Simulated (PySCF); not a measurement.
Structure elucidation problem

Molecular formula: C3H11ClO2Si3. Simulated spectra:

¹H NMR (300 MHz, computed): δ 5.29 (d, 2H), 5.22 (s, 2H), 4.92 (s, 3H), 4.84 (t, 1H), 3.76 (s, 3H).

¹³C{¹H} NMR (computed): δ 178.5 (C), 110.5 (CH), 52.2 (CH3).

Method: GIAO PBE0/pcSseg-1 shieldings, coordinates at the GFN2-xTB level, in PySCF 2.14.0 with density-fitted response routines (no solvent, one conformer, one averaged value for each set of equivalent atoms, non-relativistic).

Chemical shifts δ = σref − σ; ¹H, ¹³C against TMS, all at this level.

Question: Deduce the structure.

Answer: 
Rings plus π bonds: 1 (no ring in the answer). 3 carbon signals for 3 carbons: no two carbons are equivalent. Carbon types of the structure: 1 × C, 1 × CH, 1 × CH3, leaving 7 H on heteroatoms. δC 178.5: alkene carbon bearing oxygen; an sp2 carbon further deshielded by the attached heteroatom. δC 110.5: β carbon of an enol-ether or enamine type C=C; the O or N lone pair pushes π density onto this β carbon and shields it. δC 52.2: methyl carbon bonded to O; pulled downfield by the heteroatom. δH 5.22: hydrogen on a silicon bonded to C, Cl. δH 4.92: hydrogen on a silicon bonded to O. δH 4.84: hydrogen on a β carbon of an enol-ether or enamine type C=C; lone-pair donation from O or N shields it, upfield of ordinary alkene protons. δH 3.76: hydrogen on a methyl carbon bonded to O; its carbon carries O, hence the downfield position.

These data were computed for `CO[SiH2]/C=C(/O[SiH3])[SiH2]Cl`.

This is the structure that produced the data.

Shifts are as computed. Against solution values, carbons near 30 ppm lie about +3 ppm off and those near 130 ppm about +5 ppm. Of 1211 compounds with measured shifts, 218 miss one by over three times the rms of a fit or turn the order of signals round; such compounds aren't used in these exercises. No couplings were computed; multiplicities are counted from neighbouring protons, with m where these are inequivalent, close in shift, in a saturated or five-membered ring or joined by F or P, and br s for small geminal =CH2 splittings.
